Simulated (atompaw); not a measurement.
# Before and after: PAW (atompaw) potential for Er

```json
{
  "Element": "Er",
  "Generator": "atompaw 4.2.0.5",
  "Type": "PAW",
  "Functional": "PBE",
  "Relativity": "scalar-relativistic",
  "Frozen core": "[Kr] 4d10",
  "Valence charge": "22",
  "Reference configuration": "4f12 5s2 5p6 5d0 6s1.75 6p0 (charge +0.25)",
  "Partial waves": "5s (bound): rc 2.10 bohr; 6s (bound): rc 3.00 bohr; 5p (bound): rc 2.60 bohr; 6p (bound, empty): rc 3.00 bohr; 5d (bound, empty): rc 3.00 bohr; 5d channel at 0.4 Ry: rc 3.00 bohr; 4f (bound): rc 0.65 bohr; 4f channel at 4.15 Ry: rc 0.65 bohr",
  "Local potential": "bessel scheme, radius 2.35 bohr",
  "Core correction": "smooth core density matched at 1.85 bohr",
  "Augmentation charge": "sinc compensation charge, radius 2.80 bohr; PAW radius 3.00 bohr; waves and projectors: custom polynom gramschmidtortho"
}
```

Change: local potential troulliermartins scheme with l = 4 at 0 Ry, radius 2.35 bohr.

Cutoffs: the cutoffs (Ry, on a coarse ladder) from which the occupation-weighted sum of valence levels, in a spherical-Bessel basis at the reference potential, stays within 10 and 1 mRy of its value at 400 Ry; they do not see the model core or the augmentation charge, which bear on the density cutoff.

What does the change do?

The range in which the s phases agree narrows (upper end 3.3 → 2.0); the range in which the p phases agree narrows (upper end 4.8 → 0.6); neither file shows a bound ghost.

```tsv
quantity	base	changed
cutoff, loose	over 300 Ry	over 300 Ry
cutoff, tight	over 300 Ry	over 300 Ry
bound ghosts	none	none
s: phases at 3.00 bohr within 0.05 rad from the reference energy up to (Ry; the scan ends near 5)	3.3	2.0
p: phases at 3.00 bohr within 0.05 rad from the reference energy up to (Ry; the scan ends near 5)	4.8	0.6
d: phases at 3.00 bohr within 0.05 rad from the reference energy up to (Ry; the scan ends near 5)	to the end of the scan	to the end of the scan
f: phases at 3.00 bohr within 0.05 rad from the reference energy up to (Ry; the scan ends near 5)	to the end of the scan	to the end of the scan
lowest overlap eigenvalue by channel	s 0.51, p 0.73, d 0.94, f 1.00	s 0.46, p 0.70, d 0.93, f 1.00
```

 The cutoffs see the waves, projectors and local potential, not the compensation charge or the core.
